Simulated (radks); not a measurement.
Task: The bromine anion Br-, [Kr], held by a Watson sphere: a shell of charge +1 at radius R that stands for the Madelung well of a crystal (potential energy -1/R inside, -1/r outside, in hartree with lengths in bohr). Calculated with a radial shooting solver on a logarithmic mesh with Libxc functionals: scalar-relativistic Kohn-Sham, LB94 model potential, spin-polarised, spherical densities, finite nucleus; Fermi nuclear charge, rms radius of each element as measured or else 0.836 A^(1/3) + 0.57 fm. Response by self-consistent Sternheimer equations with the Hartree and adiabatic LDA kernel, the relativistic mass of each level held fixed and spin-orbit coupling left out. The sphere does not respond.

R (bohr)  e(3d) (eV)  e(4s) (eV)  e(4p) (eV)  <r> 4p (bohr)  sum of <r^2> (bohr^2)  X-ray form factor at sin(theta)/lambda = 0.3 1/angstrom  alpha (bohr^3)
2.46         -75.623     -24.857     -12.617          2.130                  46.01                                                   23.891           24.90
2.51         -75.557     -24.761     -12.534          2.135                  46.19                                                   23.891           25.26
2.74         -75.254     -24.334     -12.153          2.156                  46.96                                                   23.893           26.91
3.16         -74.693     -23.618     -11.475          2.188                  48.13                                                   23.899           29.87
3.44         -74.322     -23.183     -11.047          2.203                  48.75                                                   23.903           31.73
3.52         -74.218     -23.064     -10.930          2.207                  48.90                                                   23.904           32.24

Estimate the row for R = 3.94 bohr.

Result: e(3d) (eV) -73.690; e(4s) (eV) -22.484; e(4p) (eV) -10.349; <r> 4p (bohr) 2.223; sum of <r^2> (bohr^2) 49.58; X-ray form factor at sin(theta)/lambda = 0.3 1/angstrom 23.908; alpha (bohr^3) 34.69.
